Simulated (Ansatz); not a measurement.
```xyz
4

C    -0.0340   -0.0204   -1.0521
S    -0.0354    0.0071    0.5501
H    -0.0320   -0.9570   -1.6398
H    -0.0063    0.8801   -1.6131
```

Basis set: def2-TZVP (spherical functions). Left uncorrelated: 6 orbitals. Charge 0, multiplicity 1.

Computed with Ansatz (development build ahead of 0.2.0); each method stands on the lowest determinant of its kind that the runs found. Restricted open shells among the atoms or ions are ROHF, correlated in semicanonical orbitals with singles. Restricted functionals stand beside restricted open-shell atoms, which can lie above the unrestricted atoms usual in DFT and then raise those values.

(1) Give the atomization energy at this shape (free ground-state atoms in the same class of orbitals less the molecule, no zero-point energy) of singlet CH₂S by PBE0 (restricted), RHF-MP2, RHF.

Answers

(1)

| method | atomization energy |
| --- | --- |
| PBE0 (restricted) | 14.14 eV |
| RHF-MP2 | 13.66 eV |
| RHF | 10.02 eV |
